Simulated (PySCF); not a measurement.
# Computed records: AlFH, AlF2

Computed with PySCF 2.14.0. Calculation on a computer-drawn molecule: vertical ionisation energy to the stated ion spin, frozen-core CCSD(T) at the basis limit and cheaper methods, single-reference cases, UHF for radicals, no spin-orbit; all values are single points at the evaluated structure, the first of each entry, which is the reference or a displaced copy of it and isn't optimised; the reference structure only sets the zero of the energies above reference; triples share is (T) over the correlation energy.

Common to all runs: charge 0; multiplicity 2; ion multiplicity 1; diffuse functions no; basis cc-pV(n+d)Z; reference is the Hartree-Fock double-zeta minimum; best is HF at quadruple zeta + MP2 correlation extrapolated from triple and quadruple zeta + CCSD(T) minus MP2 at triple zeta; basis step is the size of the change from the same recipe one zeta lower.

(1) 
```xyz
3
formula=AlFH ionisation_energy_best=8.268 ionisation_energy_basis_step=0.01174 energy_above_reference_best=3.215 energy_above_reference_basis_step=0.01847 total_energy_HF_triple_zeta=-342.0214 total_energy_CCSD(T)_triple_zeta=-342.3520 total_energy_best=-342.4145 T1_diagnostic_at_triple_zeta=0.01496 D1_diagnostic_at_triple_zeta=0.03699 spin_squared_at_triple_zeta=0.7544 ion_T1_diagnostic_at_triple_zeta=0.01739 ion_D1_diagnostic_at_triple_zeta=0.04037 triples_share_at_triple_zeta=0.02635 basis_functions_triple_zeta=83 dipole_magnitude_HF_at_triple_zeta=1.49 dipole_magnitude_CCSD_unrelaxed_at_triple_zeta=1.322 dipole_magnitude_PBE_at_triple_zeta=1.257 dipole_magnitude_r2SCAN_at_triple_zeta=1.282 dipole_magnitude_B3LYP_at_triple_zeta=1.387 dipole_magnitude_wB97X_at_triple_zeta=1.327
F     -2.1110     0.4063     4.0321
Al    -2.3352     1.5113     2.8697
H     -3.3294     1.2388     1.8166
```

Units: ionisation_energy_best, ionisation_energy_basis_step in eV; energy_above_reference_best, energy_above_reference_basis_step in kcal/mol; total_energy_HF_triple_zeta, total_energy_CCSD(T)_triple_zeta, total_energy_best in hartree; dipole_magnitude_HF_at_triple_zeta, dipole_magnitude_CCSD_unrelaxed_at_triple_zeta, dipole_magnitude_PBE_at_triple_zeta, dipole_magnitude_r2SCAN_at_triple_zeta, dipole_magnitude_B3LYP_at_triple_zeta, dipole_magnitude_wB97X_at_triple_zeta in debye.

Reference structure:
```xyz
3
AlFH
F     -2.0485     0.3934     4.0666
Al    -2.2523     1.5818     2.9263
H     -3.2845     1.2500     1.7629
```

Drawn bonds:
```tsv
atom	other atom	order
1	2	1
2	3	1
```

Triple zeta:
```tsv
method	ionisation energy (eV)	energy above reference (kcal/mol)
HF	8.164	2.287
PBE	8.271	4.151
r2SCAN	8.413	3.327
B3LYP	8.403	3.331
wB97X	8.233	3.252
MP2	8.175	2.946
CCSD	8.228	3.017
CCSD(T)	8.22	3.168
```

(2) 
```xyz
3
formula=AlFH ionisation_energy_best=8.55 ionisation_energy_basis_step=0.02025 energy_above_reference_best=0.2056 energy_above_reference_basis_step=0.07705 total_energy_HF_triple_zeta=-342.0241 total_energy_CCSD(T)_triple_zeta=-342.3567 total_energy_best=-342.4193 T1_diagnostic_at_triple_zeta=0.01624 D1_diagnostic_at_triple_zeta=0.04164 spin_squared_at_triple_zeta=0.7574 ion_T1_diagnostic_at_triple_zeta=0.01948 ion_D1_diagnostic_at_triple_zeta=0.046 triples_share_at_triple_zeta=0.02722 basis_functions_triple_zeta=83 dipole_magnitude_HF_at_triple_zeta=1.898 dipole_magnitude_CCSD_unrelaxed_at_triple_zeta=1.68 dipole_magnitude_PBE_at_triple_zeta=1.56 dipole_magnitude_r2SCAN_at_triple_zeta=1.616 dipole_magnitude_B3LYP_at_triple_zeta=1.728 dipole_magnitude_wB97X_at_triple_zeta=1.659
F     -2.0286     0.3736     4.0651
Al    -2.2266     1.5888     2.9160
H     -3.2789     1.2503     1.7572
```

Units: ionisation_energy_best, ionisation_energy_basis_step in eV; energy_above_reference_best, energy_above_reference_basis_step in kcal/mol; total_energy_HF_triple_zeta, total_energy_CCSD(T)_triple_zeta, total_energy_best in hartree; dipole_magnitude_HF_at_triple_zeta, dipole_magnitude_CCSD_unrelaxed_at_triple_zeta, dipole_magnitude_PBE_at_triple_zeta, dipole_magnitude_r2SCAN_at_triple_zeta, dipole_magnitude_B3LYP_at_triple_zeta, dipole_magnitude_wB97X_at_triple_zeta in debye.

Reference structure:
```xyz
3
AlFH
F     -2.0485     0.3934     4.0666
Al    -2.2523     1.5818     2.9263
H     -3.2845     1.2500     1.7629
```

Drawn bonds:
```tsv
atom	other atom	order
1	2	1
2	3	1
```

Triple zeta:
```tsv
method	ionisation energy (eV)	energy above reference (kcal/mol)
HF	8.493	0.614
PBE	8.534	-0.0959
r2SCAN	8.696	0.1998
B3LYP	8.687	0.139
wB97X	8.544	0.1895
MP2	8.463	0.2105
CCSD	8.511	0.2829
CCSD(T)	8.496	0.2184
```

(3) 
```xyz
3
formula=AlFH
F     -2.0290     0.3650     4.0331
Al    -2.2284     1.5893     2.9507
H     -3.2325     1.2191     1.7551
```

Reference structure:
```xyz
3
AlFH
F     -2.0485     0.3934     4.0666
Al    -2.2523     1.5818     2.9263
H     -3.2845     1.2500     1.7629
```

Drawn bonds:
```tsv
atom	other atom	order
1	2	1
2	3	1
```

(4) 
```xyz
3
formula=AlFH
F     -2.0290     0.3650     4.0331
Al    -2.2320     1.6109     2.9316
H     -3.2361     1.2407     1.7360
```

Reference structure:
```xyz
3
AlFH
F     -2.0485     0.3934     4.0666
Al    -2.2523     1.5818     2.9263
H     -3.2845     1.2500     1.7629
```

Drawn bonds:
```tsv
atom	other atom	order
1	2	1
2	3	1
```

(5) 
```xyz
3
formula=AlF2
F      0.6905    -3.9027     2.4900
Al     0.4693    -3.2910     0.9647
F      1.3606    -3.7946    -0.3449
```

Reference structure:
```xyz
3
AlF2
F      0.7364    -3.9079     2.4446
Al     0.4883    -3.2542     0.9517
F      1.3436    -3.8957    -0.3031
```

Drawn bonds:
```tsv
atom	other atom	order
1	2	1
2	3	1
```

## Withheld values
1. What total energy CCSD(T) triple zeta does the calculation give for AlFH (entry 3)?
2. What total energy best does the calculation give for AlFH (entry 3)?
3. What ionisation energy basis step does the calculation give for AlFH (entry 3)?
4. What dipole magnitude B3LYP at triple zeta does the calculation give for AlFH (entry 3)?
5. Give the missing dipole magnitude wB97X at triple zeta for AlFH (entry 4).
6. Give the missing total energy best for AlFH (entry 4).
7. Give the table of triple zeta values for AlFH (entry 4).
8. AlF2 (entry 5): total energy best?
9. AlF2 (entry 5): dipole magnitude CCSD unrelaxed at triple zeta?
10. Give the table of triple zeta values for AlF2 (entry 5).

Answers
1. -342.3568 hartree
2. -342.4194 hartree
3. 0.01648 eV
4. 1.602 debye
5. 1.66 debye
6. -342.4194 hartree
7. 
Triple zeta:
```tsv
method	ionisation energy (eV)	energy above reference (kcal/mol)
HF	8.518	0.4462
PBE	8.553	-0.1052
r2SCAN	8.717	0.1153
B3LYP	8.708	0.08211
wB97X	8.567	0.1119
MP2	8.486	0.1916
CCSD	8.532	0.2138
CCSD(T)	8.517	0.1664
```
8. -441.7002 hartree
9. 1.581 debye
10. 
Triple zeta:
```tsv
method	ionisation energy (eV)	energy above reference (kcal/mol)
HF	9.434	0.8924
PBE	9.44	-0.2347
r2SCAN	9.563	0.2013
B3LYP	9.634	0.04231
wB97X	9.366	0.1609
MP2	9.29	0.1334
CCSD	9.403	0.275
CCSD(T)	9.369	0.1702
```

Further results for AlFH (entry 3):

| Property | Result |
| --- | --- |
| ionisation energy best | 8.517 eV |
| energy above reference best | 0.1138 kcal/mol |
| energy above reference basis step | 0.05527 kcal/mol |
| total energy HF triple zeta | -342.0251 hartree |
| T1 diagnostic at triple zeta | 0.01595 |
| D1 diagnostic at triple zeta | 0.04154 |
| spin squared at triple zeta | 0.7575 |
| ion T1 diagnostic at triple zeta | 0.019 |
| ion D1 diagnostic at triple zeta | 0.04524 |
| triples share at triple zeta | 0.02688 |
| basis functions triple zeta | 83 |
| dipole magnitude HF at triple zeta | 1.761 debye |
| dipole magnitude CCSD unrelaxed at triple zeta | 1.556 debye |
| dipole magnitude PBE at triple zeta | 1.437 debye |
| dipole magnitude r2SCAN at triple zeta | 1.494 debye |
| dipole magnitude wB97X at triple zeta | 1.524 debye |

Triple zeta:
```tsv
method	ionisation energy (eV)	energy above reference (kcal/mol)
HF	8.461	-0.02966
PBE	8.507	0.1243
r2SCAN	8.669	0.04687
B3LYP	8.658	0.09249
wB97X	8.514	0.06714
MP2	8.436	0.1999
CCSD	8.48	0.09764
CCSD(T)	8.467	0.1181
```

Further results for AlFH (entry 4):

| Property | Result |
| --- | --- |
| ionisation energy best | 8.569 eV |
| ionisation energy basis step | 0.01951 eV |
| energy above reference best | 0.1483 kcal/mol |
| energy above reference basis step | 0.04184 kcal/mol |
| total energy HF triple zeta | -342.0244 hartree |
| total energy CCSD(T) triple zeta | -342.3568 hartree |
| T1 diagnostic at triple zeta | 0.01623 |
| D1 diagnostic at triple zeta | 0.04203 |
| spin squared at triple zeta | 0.7576 |
| ion T1 diagnostic at triple zeta | 0.01952 |
| ion D1 diagnostic at triple zeta | 0.04639 |
| triples share at triple zeta | 0.02715 |
| basis functions triple zeta | 83 |
| dipole magnitude HF at triple zeta | 1.908 debye |
| dipole magnitude CCSD unrelaxed at triple zeta | 1.687 debye |
| dipole magnitude PBE at triple zeta | 1.56 debye |
| dipole magnitude r2SCAN at triple zeta | 1.621 debye |
| dipole magnitude B3LYP at triple zeta | 1.731 debye |

Further results for AlF2 (entry 5):

| Item | Value |
| --- | --- |
| ionisation energy best | 9.442 eV |
| ionisation energy basis step | 0.007259 eV |
| energy above reference best | 0.2542 kcal/mol |
| energy above reference basis step | 0.167 kcal/mol |
| total energy HF triple zeta | -441.0097 hartree |
| total energy CCSD(T) triple zeta | -441.5860 hartree |
| T1 diagnostic at triple zeta | 0.01548 |
| D1 diagnostic at triple zeta | 0.03964 |
| spin squared at triple zeta | 0.7514 |
| ion T1 diagnostic at triple zeta | 0.0183 |
| ion D1 diagnostic at triple zeta | 0.04983 |
| triples share at triple zeta | 0.0285 |
| basis functions triple zeta | 99 |
| dipole magnitude HF at triple zeta | 1.745 debye |
| dipole magnitude PBE at triple zeta | 1.524 debye |
| dipole magnitude r2SCAN at triple zeta | 1.58 debye |
| dipole magnitude B3LYP at triple zeta | 1.704 debye |
| dipole magnitude wB97X at triple zeta | 1.564 debye |
